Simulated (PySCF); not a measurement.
**C2H11GeNOSi: core ionisation energies**

C2H11GeNOSi.
Atom-mapped SMILES: `[CH3:1][CH2:2][O:3][GeH2:4][NH:5][SiH3:6]`

Method used: delta-SCF UKS SCAN, pcX-2 on the ionised atom, pcseg-1 elsewhere, spin-free X2C (PySCF 2.14.0). Binding energies are ΔSCF values: E(core-ionised, relaxed orbitals) − E(ground state) at a fixed geometry, referred to the vacuum level.

Problem. Give the core binding energies atom by atom.

Solution. 
| atom(s) | environment | level | binding energy (eV) | 2p1/2 (eV) | above the level's lowest (eV) | count |
| --- | --- | --- | --- | --- | --- | --- |
| Si6 | SiH3 silicon | Si 1s | 1846.82 | – | 0.00 | 1 |
| O3 | oxygen bonded to C and Ge | O 1s | 537.15 | – | 0.00 | 1 |
| N5 | silicon-bound nitrogen | N 1s | 404.09 | – | 0.00 | 1 |
| C2 | sp3 carbon bound to oxygen | C 1s | 291.90 | – | +1.43 | 1 |
| C1 | methyl carbon | C 1s | 290.47 | – | 0.00 | 1 |
| Si6 | SiH3 silicon | Si 2p3/2 | 106.94 | 107.57 | 0.00 | 1 |

The listed C 1s values span 1.43 eV, from C1 (bonded to C and 3 H) to C2 (bonded to O, C and 2 H). Summing the Pauling electronegativity differences to the bonded atoms, each weighted by its formal bond order, gives -1.05 for the lowest site and +0.19 for the highest.

Problem. Give the binding energy of C 1s of C1 in hartree and in kJ/mol.

Solution. 290.47 eV = 10.6746 Eh = 28026 kJ/mol.

Problem. Which photon energy gives electrons from C 1s of C1 a kinetic energy of 100 eV, and what is their de Broglie wavelength?

Solution. hν = 290.47 + 100 = 390.47 eV, recoil neglected; λ = 12.264 Å/√(E/eV) = 1.23 Å.

The 2p values aren't plain energy differences: one relaxed spin-free 2p hole is combined with a matrix within the shell (ground-state 2p orbital-energy differences and spin–orbit coupling). 2p3/2, the mean of its two sublevels, lies a third of the splitting below the shell's mean and 2p1/2 two thirds above it; the statistical areas are 2:1. 2p1/2 minus 2p3/2 (ligand field included): Si 0.62 eV. No level of germanium is listed. Isolated species at its PBE0-D3(BJ)/def2-SVP geometry (one conformer only).

On one thread, Arm Neoverse V1 (aarch64), shared host, this took 63 s and 0.84 GiB of memory at its peak.

Conformer computed: `[CH3:1][CH2:2][O:3][GeH2:4][NH:5][SiH3:6]`: C1–C2–O3–Ge4 170°, C2–O3–Ge4–N5 -56°, O3–Ge4–N5–Si6 -68°.
